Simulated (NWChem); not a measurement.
System: SiNH4F; SMILES N[SiH2]F

```xyz
7

Si     0.4747     0.0857     0.0293
N     -0.3384    -1.4278     0.1486
F     -0.4855     1.3565    -0.3914
H      1.5076    -0.0343    -1.0476
H      1.0333     0.4115     1.3794
H     -0.9643    -1.6201     0.9340
H     -0.6468    -1.9193    -0.6932
```
Atoms are numbered in this order, from 1.

Results from NWChem. Geometry: optimised at PBE-D3(BJ)/def2-SVP. Core excitations by TDA in a window of 1s orbitals, non-relativistic and unshifted: absolute energies depend strongly on the exact-exchange share.

For level F K edge, PBE/def2-TZVP:

| Property | Value |
|---|---|
| first 1s excitation (eV) | 659.0 |
| dipole oscillator strength of the first | 0.0024 |
| first state with f > 0.002 (eV) | 659.0 |
| dipole oscillator strength of that state | 0.0024 |

**Question.** Estimate the same quantities for level N K edge, BHandHLYP/def2-TZVP.

**Answer.** 
* **first 1s excitation (eV)**: 399.3
* **dipole oscillator strength of the first**: 0.0093
* **first state with f > 0.002 (eV)**: 399.3
* **dipole oscillator strength of that state**: 0.0093
